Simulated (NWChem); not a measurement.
## Correlation energy of iodine monochloride (ClI)

```
Cl
I 1 2.3873
```
Charge 0, spin multiplicity 1.

The numbers come from NWChem runs, not from measurements. The geometry was optimised at B3LYP/def2-SVP with def2 effective core potentials on I, a minimum by its harmonic frequencies.

Basis set: def2-SVP. Each correlation energy counts from its own Hartree-Fock reference.

Effective core potentials replace the inner electrons of I; spin-orbit coupling is left out. The correlated methods keep 9 core orbitals frozen. No row is a measurement; the coupled-cluster row has its own basis-set and correlation limits.

```tsv
method	correlation energy (mHa)
CCSD(T)	-277.6
CR-CCSD[T]	-276.6
SCS-MP2	[?]
CCSD	[?]
MP2	[?]
CCSD+T(CCSD)	-277.7
CR-CCSD(T)	-276.4
```

Question: Complete the blanks.

Answer: 
- SCS-MP2, correlation energy (mHa): -239.6
- CCSD, correlation energy (mHa): -271.5
- MP2, correlation energy (mHa): -249.3
